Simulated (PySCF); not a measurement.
# PbN, HF: how much the basis matters

PySCF, ROHF reference; doublet, unpaired electrons π ↑; De to Pb + N without counterpoise correction.

```csv
basis,relativity,functions,Re (Å),ωe (cm⁻¹),De (eV),μ (D)
cc-pVDZ-PP/cc-pVDZ,scalar-relativistic core potentials,37,2.005,742,-1.75,-4.29
def2-SVP,scalar-relativistic core potentials,40,2.005,744,-1.71,-4.48
aug-cc-pVDZ-PP/aug-cc-pVDZ,scalar-relativistic core potentials,55,2.010,739,-1.41,-4.95
```

Q: How does each smaller set differ from the one with most functions, aug-cc-pVDZ-PP/aug-cc-pVDZ?

A: cc-pVDZ-PP/cc-pVDZ: -0.5 pm, +0.4 % in ωe, -0.34 eV in De; def2-SVP: -0.5 pm, +0.7 % in ωe, -0.30 eV in De. All at HF; the set with most functions is neither the basis-set limit nor always the best.

A positive dipole means Pb(−)N(+). Spin–orbit coupling is left out, which matters for elements this heavy, above all for dissociation energies. UHF is strongly spin-contaminated for PbN, so the ROHF reference used there is far from stable. Hartree–Fock leaves out correlation, which carries a large part of most bond energies and some tenths to 1 eV of ionisation energies. A negative De means that the minimum lies above the separated atoms at that level. The state was picked by a PBE0 search and need not be the measured ground state.
